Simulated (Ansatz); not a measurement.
Consider the ligand exchange at the Si–C bond: `O[SiH2][CH2][GeH3]` + `C[SiH](O)F` → `C[SiH](F)O[SiH2]O` + `[CH3][GeH3]`.

Gas-phase electronic energies from Ansatz, PBE0-D4/def2-TZVP geometries. CBS: MP2 limit from def2 TZ/QZ plus the TZ coupled-cluster correction, frozen cores. Functionals use def2-TZVPP. B3LYP here is the variant with VWN-RPA as its local correlation; programs differ in this. For Ge outer-core shells are correlated without core-valence functions, which leaves a few kJ/mol of doubt a bond. Scalar relativity is left out up to krypton. One conformer a species, not always the lowest.

```json
{"level": "r2SCAN-D4", "ΔE (kcal/mol)": "-29.7", "difference from CCSD(T)/CBS": "-0.4"}
{"level": "B3LYP-D4", "ΔE (kcal/mol)": "-30.9", "difference from CCSD(T)/CBS": "-1.6"}
{"level": "ωB97X-V", "ΔE (kcal/mol)": "-29.7", "difference from CCSD(T)/CBS": "-0.4"}
{"level": "ωB97M-V", "ΔE (kcal/mol)": "-29.5", "difference from CCSD(T)/CBS": "-0.2"}
{"level": "r2SCAN", "ΔE (kcal/mol)": "-29.6", "difference from CCSD(T)/CBS": "-0.3"}
{"level": "PBE0", "ΔE (kcal/mol)": "-27.7", "difference from CCSD(T)/CBS": "1.6"}
{"level": "B3LYP", "ΔE (kcal/mol)": "-30.6", "difference from CCSD(T)/CBS": "-1.3"}
{"level": "MP2/def2-TZVPP", "ΔE (kcal/mol)": "-29.5", "difference from CCSD(T)/CBS": "-0.2"}
{"level": "SCS-MP2/def2-TZVPP", "ΔE (kcal/mol)": "-30.5", "difference from CCSD(T)/CBS": "-1.2"}
{"level": "CCSD/def2-TZVPP", "ΔE (kcal/mol)": "-30.2", "difference from CCSD(T)/CBS": "-0.9"}
{"level": "CCSD(T)/def2-TZVPP", "ΔE (kcal/mol)": "-29.6", "difference from CCSD(T)/CBS": "-0.3"}
{"level": "HF/def2-QZVPP", "ΔE (kcal/mol)": "-34.9", "difference from CCSD(T)/CBS": "-5.6"}
{"level": "SCS-MP2/def2-QZVPP", "ΔE (kcal/mol)": "-30.5", "difference from CCSD(T)/CBS": "-1.2"}
{"level": "HF/CBS(def2)", "ΔE (kcal/mol)": "-35.0", "difference from CCSD(T)/CBS": "-5.7"}
{"level": "MP2/CBS(def2)", "ΔE (kcal/mol)": "-29.2", "difference from CCSD(T)/CBS": "0.1"}
{"level": "CCSD/CBS(def2)", "ΔE (kcal/mol)": "-29.9", "difference from CCSD(T)/CBS": "-0.6"}
{"level": "CCSD(T)/CBS", "ΔE (kcal/mol)": "-29.3", "difference from CCSD(T)/CBS": "0"}
```

Largest T1 diagnostic among the species: 0.011.

In def2-TZVPP, CCSD(T) changes the Hartree–Fock value by +4.9 kcal/mol (the triples alone add +0.6 kcal/mol) and MP2 by +5.0 kcal/mol. From PBE to PBE0 (25 % exact exchange), in def2-TZVPP and without D4, ΔE moves by −1.1 kcal/mol.

CCSD(T)/CBS has its own doubt, a few kJ/mol and more with outer-core shells, so smaller differences from it don't rank the levels.
